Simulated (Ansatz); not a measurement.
Mulliken charges of CH₅AsSi (`C1[SiH2][AsH]1`) from ωB97M-V/def2-TZVPP in Ansatz (PBE0-D4/def2-TZVP geometry).

```tsv
atom	x (Å)	y (Å)	z (Å)	charge (e)
C1	-0.770	0.018	-0.576	-0.423
Si2	0.708	0.663	0.316	0.176
As3	-0.538	-1.123	1.107	-0.024
H4	-0.667	-0.524	-1.509	0.145
H5	-1.691	0.592	-0.522	0.146
H6	0.581	1.974	0.990	-0.017
H7	2.041	0.422	-0.277	-0.014
H8	0.428	-2.079	0.416	0.011
```

**Question.** By hand: the dipole of these point charges (1 e Å = 4.8032 D).

**Answer.** Σ q r = (0.086, 0.084, -0.031) e Å, of length 0.124 e Å = 0.60 D.

**Question.** How does the dipole of the full density compare? (Estimate.)

**Answer.** Computed: (0.060, 0.110, -0.148) e Å, 0.93 D; the point charges give 0.65 times that, at 38° from its direction.

Point charges leave out the atoms' own dipoles, such as those of lone pairs, and Mulliken's split depends on the basis, so the two needn't agree.
